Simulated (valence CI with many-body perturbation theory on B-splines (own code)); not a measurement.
Results of a calculation; reference values are marked as such.
Os52+: magnetic and hyperfine properties of the levels

Level of theory: relativistic CI+MBPT: six valence electrons over a frozen Dirac-Fock core [Ar], radial functions for each j: 7 s, 7 p, 8 d, 6 f, 4 g, 1 h, with the one-electron correlation potential Σ1 (screened to all orders), the two-electron term Σ2, the three-electron term Σ3, Breit, model QED; selected single and double excitations, second order for the rest, scaled by the run's own slope (own B-spline code, finite nucleus).

The last digits are not significant, and no measured levels were compared; by estimate large intervals hold to a few tenths of a per cent, small ones and those within an open d or f shell to about a per cent. Core correlation moves these levels by up to 17000 cm⁻¹, and in measured spectra 5 to 20 % of such shifts remained as error; rates that hang on mixing are uncertain with them. Among the levels kept, up to 1100 cm⁻¹ of a level comes from second order outside the variational space, and about a tenth of that is noise between levels of different J, which matters for small intervals. The list stops below the first excitations out of the core. Only levels of the ground parity were solved; by the run's estimate the other parity begins above the list, which can be wrong where configurations are misplaced.

A/g_I is the dipole constant over the nuclear g factor μ/I (μ in nuclear magnetons, uniformly magnetised nucleus), B/Q the quadrupole constant per barn. Both hold the static response of the core; the bare values leave it out. Large factors of s and p1/2 electrons are usually good to 5 to 10 %; those of open d and f shells near neutrality can be off by tens of per cent, and small factors of p3/2, d and f electrons come from cancelling terms and can be off by a factor of two or in sign, in half-filled shells by more. B is blank for J = 1/2, where it vanishes, and for nearly pure S terms. Energies count from the lowest level. Levels with J = 0 are left out.

Levels are named by their leading jj configuration (3d3/2^4 stands for four electrons in 3d with j = 3/2), which in mixed levels can hold well under half, so a name can repeat and another be missing. Letters in brackets count levels of one name in rising energy.

```
                    Level  E (cm⁻¹)      g  A/g_I (MHz)  A/g_I bare  B/Q (MHz/b)  B/Q bare
    (3d3/2^4 3d5/2^2) J=4         0  1.233        41100       42100        72600     73200
    (3d3/2^4 3d5/2^2) J=2     65217  1.256        40400       41400       -43600    -43900
(3d3/2^3 3d5/2^3) J=3 [a]    583530  1.333        25600       26900         3240      3200
(3d3/2^3 3d5/2^3) J=4 [a]    593550  1.177        43700       44500        63000     63600
(3d3/2^3 3d5/2^3) J=1 [a]    624740  1.264        42300       43400       -27700    -27800
    (3d3/2^3 3d5/2^3) J=6    657640  1.098        59500       60000       -71500    -72200
    (3d3/2^3 3d5/2^3) J=5    658700  1.124        53200       53800        35900     36300
(3d3/2^3 3d5/2^3) J=2 [a]    717320  0.983        72300       72400       -53900    -54400
(3d3/2^3 3d5/2^3) J=3 [b]    729540  1.061        63900       64300        15300     15300
(3d3/2^3 3d5/2^3) J=4 [b]    844700  1.046        66400       66700       -57600    -58300
(3d3/2^3 3d5/2^3) J=1 [b]    852380  1.216        27900       28800        55200     55700
(3d3/2^3 3d5/2^3) J=2 [b]    852680  1.113        55600       56200        98300     99200
(3d3/2^3 3d5/2^3) J=3 [c]    865440  1.055        65800       66100       -87200    -87900
(3d3/2^2 3d5/2^4) J=2 [a]   1213000  1.430         6020        7590       -20200    -20300
(3d3/2^2 3d5/2^4) J=4 [a]   1262000  1.096        56300       56800        14600     14900
(3d3/2^2 3d5/2^4) J=3 [a]   1289400  1.200        39700       40600       -28600    -28800
    (3d3/2^2 3d5/2^4) J=5   1296400  1.085        60900       61400       -52900    -53300
    (3d3/2^2 3d5/2^4) J=6   1322900  1.045        65900       66300       -74500    -75100
(3d3/2^2 3d5/2^4) J=3 [b]   1354200  0.969        75600       75700          706       724
    (3d3/2^2 3d5/2^4) J=1   1373500  0.985        75300       75400       -24800    -25000
(3d3/2^2 3d5/2^4) J=4 [b]   1388600  1.040        68800       69100         2360      2310
(3d3/2^2 3d5/2^4) J=2 [b]   1401000  1.045        66500       66900       -49100    -49600
(3d3/2^2 3d5/2^4) J=2 [c]   1498700  0.879        89300       89100        -1230     -1200
(3d3/2^2 3d5/2^4) J=4 [c]   1537500  1.151        48500       49100       -82600    -83400
(3d3/2^2 3d5/2^4) J=2 [d]   1684200  1.023        67600       67900        82000     82800
      (3d3/2 3d5/2^5) J=1   1897100  1.490        -8560       -6810       -16100    -16200
      (3d3/2 3d5/2^5) J=4   1998300  1.025        68800       69100       -25800    -25800
      (3d3/2 3d5/2^5) J=2   2049800  1.176        47200       48000       -89500    -90400
      (3d3/2 3d5/2^5) J=3   2068000  1.059        63000       63400       -80200    -80900
```

Take the isotope of mass number 187, with I = 1/2, μ = 0.06442 μN. What is the hyperfine structure of (3d3/2^3 3d5/2^3) J=4 [a]?

From the table A = 5630 MHz. Shifts from the centre of gravity in MHz: F = 7/2: -14100, F = 9/2: 11300.
